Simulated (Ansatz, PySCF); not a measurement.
Zn(NH2)(OSiH3) (H₅NOSiZn), SMILES [O]([Zn][NH2])[SiH3].

The structure is a stationary point at PBE0-D3(BJ)/def2-SVP. The structure was generated by enumeration; whether it is a known compound was not checked. One conformer was computed; it need not be the lowest.

Vertical ionisation energy (IE) and electron affinity (EA) in eV. Rows of orbital energies are one-electron estimates. Where ΔSCF, EOM or ADC give a negative EA the extra electron is unbound and the value depends on the basis.

```csv
level,IE,EA
"−ε(HOMO), −ε(LUMO), CAM-B3LYP/def2-TZVP (PySCF)",8.76,0.12
"−ε(HOMO), −ε(LUMO), PBE/def2-TZVP (PySCF)",5.97,1.83
"ΔSCF, CAM-B3LYP/def2-SVPD (Ansatz), final states of multiplicity 2 and 2",9.77,-0.43
"ΔSCF, PBE/def2-SVPD (Ansatz), final states of multiplicity 2 and 2",…,…
```

What belongs in the gaps? (An estimate is asked for; the answer gives what the named calculation found.)


- ΔSCF, PBE/def2-SVPD (Ansatz, a first-principles code), final states of multiplicity 2 and 2, IE: 9.01
- ΔSCF, PBE/def2-SVPD (Ansatz), final states of multiplicity 2 and 2, EA: -0.24

What vertical singlet–triplet gap does ΔSCF give with CAM-B3LYP/def2-SVPD (Ansatz) and with PBE/def2-SVPD (Ansatz)? (Estimate from the structure and the level; the computed values follow.)

4.76 and 4.29 eV (triplet above singlet where positive).
